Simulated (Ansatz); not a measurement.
The same path of H5NOSi2 (9 atoms, charge 0, multiplicity 1) was run twice with different band settings. Lost on the way: N1–H6. Made: Si2–H6.

Theory: RKS PBE-D4/6-31G (Ansatz 0.2.0).

Relaxed end points:

```xyz
9
Properties=species:S:1:pos:R:3
N -0.776 2.083 -0.990
Si -1.512 0.665 -0.224
O 0.003 -0.166 0.071
Si 0.699 -1.596 0.745
H 0.236 2.168 -1.114
H -1.320 2.871 -1.340
H -0.365 -2.551 1.266
H 1.509 -2.304 -0.321
H 1.614 -1.215 1.890
```

```xyz
9
Properties=species:S:1:pos:R:3
N -0.106 2.154 -1.593
Si -0.859 1.288 -0.405
O -0.522 -0.135 0.464
Si 0.518 -1.483 0.793
H 0.791 1.942 -2.047
H -2.165 1.806 0.095
H -0.352 -2.703 0.982
H 1.478 -1.712 -0.360
H 1.305 -1.203 2.054
```

Common settings: spring 5.0 eV/Å²; optimiser quadratic models (default); start path through a guess of the saddle point; force threshold 0.05 eV/Å; iteration limit 60; end points relaxed.

| run | movable images | climbing image |
| --- | --- | --- |
| 1 | 5 | yes |
| 2 | 3 | no |

What does each run give, and how far can it be trusted?

Run 1: converged after 17 iterations, highest image 3.220 eV above the first end. Neighbouring images differ by up to 2.7 eV, so the band resolves the path poorly. A vibrational analysis at the climbing image gives one clearly imaginary mode, 1196i cm⁻¹, and a faint second one (24i cm⁻¹) that may be numerical noise or a soft torsion: probably a first-order saddle point.
Run 2: converged after 45 iterations, highest image 1.650 eV above the first end. No image climbed, so the highest image needn't sit at the top of the path. A band with more images between the same ends climbed to 3.22 eV, so this one has probably stepped over the top. So few images can step over the top or miss a turn of the path.
The orbitals stay closed-shell, which can raise the energy where a bond breaks towards radicals; this wasn't checked here. Limits of this set-up: no polarisation functions.
